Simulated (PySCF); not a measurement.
These compounds are isomers of formula C₈H₇N₃.

A. `c1ccc(-n2cnnc2)cc1`
B. SMILES CC1(C(C#N)(C#N)C#N)CC1
C. SMILES c1c2cccc(C=C)n2nn1
D. `C#Cc1nn(CC)nc1C#C`

Spectrum 1. 1H NMR (500 MHz, computed): δ 4.46 (q, 2H), 3.08 (s, 2H), 1.49 (t, 3H). 13C{1H} NMR (computed): δ 140.6 (C), 94.6 (CH), 77.8 (C), 51.9 (CH2), 19.4 (CH3).

Spectrum 2. 1H NMR (500 MHz, computed): δ 9.14 (m, 1H), 8.32 (m, 1H), 7.97 (d, 1H), 7.53 (m, 1H), 7.16 (m, 1H), 7.14 (d, 1H), 6.59 (m, 1H). 13C{1H} NMR (computed): δ 142.2 (C), 139.7 (CH2), 139.0 (C), 134.9 (CH), 129.7 (CH), 129.4 (CH), 121.8 (CH), 121.6 (CH).

Spectrum 3. 1H NMR (500 MHz, computed): δ 8.24 (s, 2H), 7.86 (m, 2H), 7.69 (t, 1H), 7.68 (d, 2H). 13C{1H} NMR (computed): δ 143.4 (CH), 140.8 (C), 136.1 (CH), 133.2 (CH), 126.2 (CH).

Spectrum 4. 1H NMR (500 MHz, computed): δ 1.63 (s, 3H), 1.29 (m, 2H), 0.79 (m, 2H). 13C{1H} NMR (computed): δ 114.9 (C), 31.5 (C), 25.5 (C), 21.6 (CH3), 13.7 (CH2).

Calculated, not measured (PySCF): geometry: GFN2-xTB, NMR shieldings at PBE0/pcSseg-1/GIAO. Gas phase, a single conformation, non-relativistic, equivalent nuclei averaged.

References, each an isolated molecule treated in the same way: TMS for 1H, 13C. Where no couplings were computed, multiplicities follow the n + 1 count of equivalent neighbours, and m marks all less simple cases (inequivalent or close neighbours, rings, F or P nearby). Shifts are as computed. Against solution values, carbons near 30 ppm lie about +3 ppm off and those near 130 ppm about +5 ppm. Of 1211 compounds with measured shifts, 218 miss one by over three times the rms of a fit or turn the order of signals round; such compounds aren't used in these exercises.

Which spectrum belongs to which compound?

Answers

1–D, 2–C, 3–A, 4–B.

- Spectrum 1 (D): 5 13C signals; δC 94.6 is a terminal alkyne carbon; δC 77.8 is an alkyne carbon.
- Spectrum 2 (C): 8 13C signals; δC 139.7 is a terminal =CH2 carbon; δC 134.9 is an alkene CH.
- Spectrum 3 (A): 5 13C signals; δC 140.8 is an aromatic carbon bearing nitrogen; δC 136.1 is an aromatic CH.
- Spectrum 4 (B): 5 13C signals; δC 114.9 is a nitrile carbon; δC 31.5 is a quaternary sp3 carbon α to a nitrile.
